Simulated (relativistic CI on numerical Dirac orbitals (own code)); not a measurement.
**What each ingredient does to the levels of Tl60+**

Base calculation: Dirac-Coulomb-Breit CI, separate exchange-only KLI orbitals for each configuration, QED by a radiative potential, unscaled Slater integrals.

Configuration list (outside the closed core [Ne]): 3s²3p⁶3d³, 3s²3p⁵3d⁴, 3s3p⁶3d⁴, 3s²3p⁶3d²4s, 3s²3p⁶3d²4p, 3s²3p⁶3d²4d, 3s²3p⁵3d³4s, 3s²3p⁶3d²4f, 3s²3p⁵3d³4p, 3s3p⁶3d³4s, 3p⁶3d⁴4p, 3p⁶3d⁵, 3p⁵3d⁶, 3p⁵3d⁵4s, 3p⁶3d⁴4s, 3p⁵3d⁴4s², 3s²3p⁶3d4s², 3s²3p⁶4s²4p, 3s²3p⁶4s²4d. Double excitations out of closed p, d and f shells are left out; levels of such configurations are missing from the list, as are those of other unlisted configurations, and high levels can miss mixing partners. These lack a partner that the ground configuration has and come out too high: 3s²3p⁵3d³4p.

The lowest level and the first level of each name with at least 55 % of one term (blank where a level has no safe partner in the second run):

| Level | Base (eV) | Shift (eV) |
| --- | --- | --- |
| 3s²3p⁶3d³ ⁴F3/2 | 0.000 | 0.000 |
| 3s²3p⁶3d³ ⁴F5/2 | 103.299 | -103.299 |
| 3s²3p⁶3d³ ⁴P1/2 | 116.783 | -100.989 |
| 3s²3p⁶3d³ ⁴F7/2 | 216.452 |  |
| 3s²3p⁶3d³ ²P1/2 | 231.880 | -209.257 |
| 3s²3p⁶3d³ ²H11/2 | 232.286 | -209.162 |
| 3s²3p⁶3d³ ²F7/2 | 243.663 | -204.904 |
| 3s²3p⁶3d³ ²D3/2 | 268.708 | -244.479 |
| 3s²3p⁵3d⁴ ²I°13/2 | 555.524 |  |

At this charge energies of transitions that change n are usually good to better than 1 %, and those within a shell (Δn = 0) to a few per cent.

One thing was changed in a second run, which moved the levels as shown. Which?
A. configuration mixing switched off
B. non-relativistic limit
C. QED terms removed
D. only the first configuration
E. Breit term removed

B. Non-relativistic limit. Without relativity the fine structure collapses and s electrons lose their extra binding.

LS names give the leading component of a level, which can be under half, so a name can repeat, a term be missing and a line seem to break the LS rules.
